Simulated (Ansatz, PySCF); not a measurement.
This PySCF input computes a PBE0/def2-TZVPD energy:

```python
from pyscf import gto, scf, dft

mol = gto.M(
    atom='''
    C     1.36890104   -0.78767273   -0.20575247
    C     0.31369595    0.26742299   -0.01218699
    F     0.66521317    1.41081538   -0.70185638
    F     0.26941409    0.62706014    1.31379288
    C    -1.08860179   -0.09777161   -0.47035107
    O    -1.45156951   -1.32835526    0.12982546
    H     1.09225876   -1.68395711    0.34523785
    H     2.32178891   -0.40857192    0.16091230
    H     1.45970645   -1.03200985   -1.26360670
    H    -1.75163970    0.71994439   -0.17354091
    H    -1.07936769   -0.16804281   -1.56360020
    H    -2.40580724   -1.43327202    0.07830890
    ''',
    basis='def2-tzvpd',
    charge=0,
    spin=0,
    verbose=4,
)

mf = dft.RKS(mol, xc='pbe0').density_fit(auxbasis='def2-universal-jkfit')
mf.grids.level = 3
mf.conv_tol = 1e-9
mf.max_cycle = 100
mf.max_memory = 1500
mf.kernel()
if not mf.converged:
    mf = mf.newton()
    mf.kernel(mf.make_rdm1())
mf.analyze()
```

Task: Write an input for the same energy in Ansatz (a program for electronic structure) and say what it gives.

Result: 
Ansatz 0.2 input:
```yaml
crystal:
  periodic: [false, false, false]
  atoms:
    - {symbol: C, position_ang: [1.36890104, -0.78767273, -0.20575247]}
    - {symbol: C, position_ang: [0.31369595, 0.26742299, -0.01218699]}
    - {symbol: F, position_ang: [0.66521317, 1.41081538, -0.70185638]}
    - {symbol: F, position_ang: [0.26941409, 0.62706014, 1.31379288]}
    - {symbol: C, position_ang: [-1.08860179, -0.09777161, -0.47035107]}
    - {symbol: O, position_ang: [-1.45156951, -1.32835526, 0.12982546]}
    - {symbol: H, position_ang: [1.09225876, -1.68395711, 0.34523785]}
    - {symbol: H, position_ang: [2.32178891, -0.40857192, 0.16091230]}
    - {symbol: H, position_ang: [1.45970645, -1.03200985, -1.26360670]}
    - {symbol: H, position_ang: [-1.75163970, 0.71994439, -0.17354091]}
    - {symbol: H, position_ang: [-1.07936769, -0.16804281, -1.56360020]}
    - {symbol: H, position_ang: [-2.40580724, -1.43327202, 0.07830890]}
basis:
  gaussian:
    orbitals: def2-TZVPD
hamiltonian:
  xc: {name: PBE0}
output: {forces: true}
```
It gives -392.60096 Eh, and PySCF -392.60105 Eh, a difference of 0.09 mEh, from the treatment of integrals and grids.
